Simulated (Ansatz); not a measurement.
Re₄ (the lowest singlet isomer of a short search) was relaxed with PBE-D4 (def2-SVP) in Ansatz in these states: neutral quintet, neutral singlet, neutral triplet. The geometries follow in no particular order.

In the def2 sets Re takes a core potential; there is no spin–orbit coupling.

A:

```xyz
4

Re   -1.020   -0.888    0.592
Re   -0.201   -0.787   -1.526
Re    0.201    0.787    1.526
Re    1.020    0.888   -0.592
```

B:

| atom | x (Å) | y (Å) | z (Å) |
| --- | --- | --- | --- |
| Re1 | -0.8529 | 0.1113 | -1.3288 |
| Re2 | 0.2596 | -1.5481 | -0.2054 |
| Re3 | 0.3912 | 1.5336 | -0.0327 |
| Re4 | 0.2022 | -0.0968 | 1.5669 |

C:

```xyz
4

Re    0.204    0.141    1.582
Re   -1.375    0.814    0.105
Re    1.375   -0.814   -0.105
Re   -0.204   -0.141   -1.582
```

Problem. Judge from the bond lengths which geometry belongs to which state (an estimate).

Solution. A is the neutral triplet (Re2–Re3 3.458 Å, Re1–Re4 2.954 Å, Re1–Re2 2.274 Å); B is the neutral quintet (Re2–Re3 3.089 Å, Re1–Re4 3.089 Å, Re1–Re2 2.292 Å); C is the neutral singlet (Re2–Re3 3.203 Å, Re1–Re4 3.203 Å, Re1–Re2 2.265 Å).

The restricted singlet is unstable towards broken spin symmetry in Hartree–Fock (as tested in another run); at PBE-D4/def2-SVP this wasn't settled. At PBE0-D4/def2-TZVP a triplet lies 0.21 eV below the neutral quintet. At PBE0-D4/def2-TZVP a triplet lies 0.19 eV below the neutral singlet. These are the stationary points nearest to one start from a short search; other shapes may lie lower in each state.
